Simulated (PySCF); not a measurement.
Molecule: SMILES C1(=O)C=CC=C(Cl)C=C1, C₇H₅ClO.

Cartesian coordinates in Å; atom numbers follow the order of the lines, from 1:
```xyz
14

O    -2.2079   -1.9449   -0.0863
C    -1.2989   -1.1258   -0.0497
C    -1.6104    0.2995   -0.0974
C    -0.8092    1.3881   -0.0793
C     0.6041    1.4814   -0.0053
C     1.5003    0.4628    0.0706
Cl    3.1775    0.8994    0.1533
C     1.2583   -0.9406    0.0931
C     0.0836   -1.5999    0.0425
H    -2.6793    0.4699   -0.1589
H    -1.3072    2.3494   -0.1287
H     1.0066    2.4857   -0.0088
H     2.1565   -1.5427    0.1603
H     0.1253   -2.6828    0.0724
```

Frames of a GFN2-xTB Langevin trajectory at 300 K; GIAO PBE0/pcSseg-1 shieldings in PySCF 2.14, gas phase, non-relativistic; equivalent atoms averaged within each frame.

References, each an isolated molecule treated in the same way: 17O (σ = 336.08 ppm) vs H2O; 13C (σ = 186.93 ppm) and 1H (σ = 31.72 ppm) vs TMS; HCl for 35Cl (σ = 949.78 ppm). The references are static minima.

How do the shifts (ppm) fluctuate along the trajectory?

## Answers


```tsv
time (fs)	O1	C2	C6	C9	C3	C5	C4	C8	Cl7	H14
optimised geometry	622.3	187.3	154.7	152.4	152.5	140.1	138.1	142.2	314	7.11
250	641.7	185.3	162.3	152.0	149.1	143.4	137.3	132.8	327	7.72
425	629.3	191.0	145.5	143.4	169.6	146.7	134.4	137.3	300	7.73
625	602.7	181.5	164.0	162.1	146.3	141.1	140.4	141.7	360	7.78
800	694.1	198.3	160.2	150.5	156.3	135.8	136.1	152.8	312	7.35
1000	687.6	191.3	156.6	155.5	139.0	146.4	142.0	138.3	315	7.49
mean of frames	651.1	189.5	157.7	152.7	152.1	142.7	138.0	140.6	323	7.62
standard deviation	39.0	6.4	7.4	6.9	11.6	4.5	3.1	7.5	23	0.19
```

5 frames give an uncertainty of the mean of about the standard deviation over 2.2 at best, since frames this close in time may not be independent; classical motion lacks zero-point vibration, and the reference would need the same averaging.
